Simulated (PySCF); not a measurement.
HBN (SMILES [B]=N), doublet, geometry from GFN2-xTB; CASSCF(7,6)/STO-3G in PySCF.

Input for PySCF:
```python
from pyscf import gto, scf, mcscf
import numpy

mol = gto.M(
    atom='''
B    -0.000000   -0.000000   -0.840652
N     0.000000    0.000000    0.401297
H     0.000000    0.000000    1.394185
''',
    basis='sto-3g',
    charge=0,
    spin=1,
    verbose=4,
)

mf = scf.ROHF(mol)
mf.kernel()
mc = mcscf.CASSCF(mf, 6, 7)
mc.fix_spin_(ss=0.75)
mc.kernel()
occ = numpy.linalg.eigvalsh(mc.fcisolver.make_rdm1(mc.ci, mc.ncas, mc.nelecas))[::-1]
ss = mc.fcisolver.spin_square(mc.ci, mc.ncas, mc.nelecas)[0]
print('natural occupations', occ.round(4), ' <S^2>', round(ss, 4))
```

It wrote (shortened):

```
PySCF version 2.14.0

[INPUT] verbose = 4
[INPUT] num. atoms = 3
[INPUT] num. electrons = 13
[INPUT] charge = 0
[INPUT] spin (= nelec alpha-beta = 2S) = 1
[INPUT] symmetry False subgroup None
[INPUT] Mole.unit = angstrom
[INPUT] Symbol           X                Y                Z      unit          X                Y                Z       unit  Magmom
[INPUT]  1 B      0.000000000000   0.000000000000  -0.840652000000 AA    0.000000000000   0.000000000000  -1.588602046068 Bohr   0.0
[INPUT]  2 N      0.000000000000   0.000000000000   0.401297000000 AA    0.000000000000   0.000000000000   0.758341424610 Bohr   0.0
[INPUT]  3 H      0.000000000000   0.000000000000   1.394185000000 AA    0.000000000000   0.000000000000   2.634627816977 Bohr   0.0

nuclear repulsion = 19.8277153631157
number of shells = 7
number of NR pGTOs = 33
number of NR cGTOs = 11
basis = sto-3g
ecp = {}

******** <class 'pyscf.scf.rohf.ROHF'> ********
method = ROHF
initial guess = minao
damping factor = 0
level_shift factor = 0
DIIS = <class 'pyscf.scf.diis.CDIIS'>
diis_start_cycle = 1
diis_space = 8
diis_damp = 0
SCF conv_tol = 1e-09
SCF conv_tol_grad = None
SCF max_cycles = 50
direct_scf = True
direct_scf_tol = 1e-13
num. doubly occ = 6  num. singly occ = 1
Set gradient conv threshold to 3.16228e-05
init E= -78.7450792177225
  HOMO = -0.14787773945424  LUMO = 0.289283607380515  gap/eV = 11.89577
cycle= 1 E= -78.5000555086597  delta_E= 0.245  |g|= 0.421  |ddm|= 1.76
  HOMO = -0.149123772493219  LUMO = 0.407653912868071  gap/eV = 15.15069
cycle= 2 E= -78.5545547025415  delta_E= -0.0545  |g|= 0.328  |ddm|= 0.772
  HOMO = -0.0844287112071056  LUMO = 0.407553712226183  gap/eV = 13.38752
cycle= 3 E= -78.5878018608534  delta_E= -0.0332  |g|= 0.0338  |ddm|= 0.258
  HOMO = -0.0882629056004731  LUMO = 0.409764095769655  gap/eV = 13.55200
cycle= 4 E= -78.5888158698745  delta_E= -0.00101  |g|= 0.00882  |ddm|= 0.0864
  HOMO = -0.0867181307306462  LUMO = 0.409381998953968  gap/eV = 13.49957
cycle= 5 E= -78.5888444419904  delta_E= -2.86e-05  |g|= 0.00169  |ddm|= 0.0145
  HOMO = -0.0867472498627804  LUMO = 0.409356580925928  gap/eV = 13.49967
cycle= 6 E= -78.5888463705542  delta_E= -1.93e-06  |g|= 0.000133  |ddm|= 0.00341
  HOMO = -0.0867128582445873  LUMO = 0.409376129656556  gap/eV = 13.49927
cycle= 7 E= -78.5888463803878  delta_E= -9.83e-09  |g|= 2.35e-05  |ddm|= 0.000318
  HOMO = -0.0867140467560741  LUMO = 0.409378061142607  gap/eV = 13.49935
cycle= 8 E= -78.5888463809675  delta_E= -5.8e-10  |g|= 2.59e-06  |ddm|= 6.05e-05
  HOMO = -0.0867135907702243  LUMO = 0.409377467283622  gap/eV = 13.49933
Extra cycle  E= -78.588846380975  delta_E= -7.49e-12  |g|= 1.16e-06  |ddm|= 5.46e-06
converged SCF energy = -78.588846380975

******** <class 'pyscf.mcscf.mc1step.CASSCF'> ********
CAS (4e+3e, 6o), ncore = 3, nvir = 2
max_cycle_macro = 50
max_cycle_micro = 4
conv_tol = 1e-07
conv_tol_grad = None
orbital rotation max_stepsize = 0.02
orbital rotation threshold for CI restart = 0.01
augmented hessian ah_max_cycle = 30
augmented hessian ah_conv_tol = 1e-12
augmented hessian ah_linear dependence = 1e-14
augmented hessian ah_level shift = 1e-08
augmented hessian ah_start_tol = 2.5
augmented hessian ah_start_cycle = 3
augmented hessian ah_grad_trust_region = 3
kf_trust_region = 3
kf_interval = 4
ci_response_space = 4
ci_grad_trust_region = 3
with_dep4 0
natorb = False
canonicalization = True
sorting_mo_energy = False
ao2mo_level = 2
internal_rotation = False
******** <class 'pyscf.fci.addons.SpinPenaltyFCISolver'> ********
max. cycles = 50
conv_tol = 1e-08
davidson only = True
linear dependence = 1e-12
level shift = 0.001
max iter space = 12
nroots = 1
pspace_size = 400
spin = None
CASCI E = -78.6683038189012  S^2 = 0.7500000
Set conv_tol_grad to 0.000316228
macro iter   1 ( 21 JK    4 micro), CASSCF E = -78.6701507694165  dE = -1.84695052e-03  S^2 = 0.7500000
               |grad[o]|=0.0554  |grad[c]|=0.00547  |ddm|=0.0115  |maxRot[o]|=0.159
macro iter   2 ( 21 JK    4 micro), CASSCF E = -78.6705182284825  dE = -3.67459066e-04  S^2 = 0.7500000
               |grad[o]|=0.0271  |grad[c]|=0.00394  |ddm|=0.00739  |maxRot[o]|=0.00841
macro iter   3 ( 21 JK    4 micro), CASSCF E = -78.6705244838002  dE = -6.25531771e-06  S^2 = 0.7500000
               |grad[o]|=0.0039  |grad[c]|=0.00304  |ddm|=0.00116  |maxRot[o]|=0.0013
macro iter   4 ( 21 JK    4 micro), CASSCF E = -78.6705239062563  dE =  5.77543901e-07  S^2 = 0.7500000
               |grad[o]|=0.00182  |grad[c]|=0.003  |ddm|=0.000265  |maxRot[o]|=0.000859
macro iter   5 ( 21 JK    4 micro), CASSCF E = -78.6706569972445  dE = -1.33090988e-04  S^2 = 0.7500000
               |grad[o]|=0.00209  |grad[c]|=0.00182  |ddm|=0.00044  |maxRot[o]|=0.048
macro iter   6 ( 12 JK    3 micro), CASSCF E = -78.6708423136403  dE = -1.85316396e-04  S^2 = 0.7500000
               |grad[o]|=0.00188  |grad[c]|=0.00237  |ddm|=0.000226  |maxRot[o]|=0.0821
macro iter   7 ( 21 JK    4 micro), CASSCF E = -78.6708423268816  dE = -1.32413476e-08  S^2 = 0.7500000
               |grad[o]|=0.00135  |grad[c]|=0.00175  |ddm|=0.00021  |maxRot[o]|=0.000581
macro iter   8 ( 15 JK    3 micro), CASSCF E = -78.6709145665837  dE = -7.22397021e-05  S^2 = 0.7500000
               |grad[o]|=0.00124  |grad[c]|=0.000748  |ddm|=0.000132  |maxRot[o]|=0.042
macro iter   9 (  9 JK    2 micro), CASSCF E = -78.6709688859673  dE = -5.43193836e-05  S^2 = 0.7500000
               |grad[o]|=0.000997  |grad[c]|=0.000732  |ddm|=0.000184  |maxRot[o]|=0.0401
macro iter  10 ( 11 JK    2 micro), CASSCF E = -78.6709688954819  dE = -9.51457935e-09  S^2 = 0.7500000
               |grad[o]|=0.000746  |grad[c]|=0.000736  |ddm|=4.7e-05  |maxRot[o]|=2.49e-05
macro iter  11 ( 25 JK    4 micro), CASSCF E = -78.6710095671229  dE = -4.06716409e-05  S^2 = 0.7500000
               |grad[o]|=0.000736  |grad[c]|=0.000363  |ddm|=0.000186  |maxRot[o]|=0.0412
macro iter  12 ( 11 JK    2 micro), CASSCF E = -78.6710095649774  dE =  2.14546958e-09  S^2 = 0.7500000
               |grad[o]|=0.000501  |grad[c]|=0.000477  |ddm|=7.39e-05  |maxRot[o]|=3.04e-05
macro iter  13 ( 17 JK    3 micro), CASSCF E = -78.6710232371843  dE = -1.36722069e-05  S^2 = 0.7500000
               |grad[o]|=0.000504  |grad[c]|=0.000231  |ddm|=0.000191  |maxRot[o]|=0.0191
macro iter  14 ( 11 JK    2 micro), CASSCF E = -78.6710232368689  dE =  3.15409920e-10  S^2 = 0.7500000
               |grad[o]|=0.000395  |grad[c]|=0.000392  |ddm|=1.95e-05  |maxRot[o]|=5.14e-05
macro iter  15 ( 15 JK    3 micro), CASSCF E = -78.6710356701880  dE = -1.24333191e-05  S^2 = 0.7500000
               |grad[o]|=0.000403  |grad[c]|=0.000307  |ddm|=0.000189  |maxRot[o]|=0.0235
macro iter  16 ( 11 JK    2 micro), CASSCF E = -78.6710356704219  dE = -2.33868036e-10  S^2 = 0.7500000
               |grad[o]|=0.000268  |grad[c]|=0.000366  |ddm|=4.58e-05  |maxRot[o]|=7.31e-05
1-step CASSCF converged in  16 macro (263 JK  50 micro) steps
CASSCF canonicalization
Density matrix diagonal elements [1.9959407  1.92335139 1.92335139 1.00196101 0.07769775 0.07769775]
CASSCF energy = -78.6710356704219
CASCI E = -78.6710356704219  E(CI) = -13.5981523058326  S^2 = 0.7500000
natural occupations [1.996  1.9244 1.9244 1.0019 0.0766 0.0766]  <S^2> 0.75
```
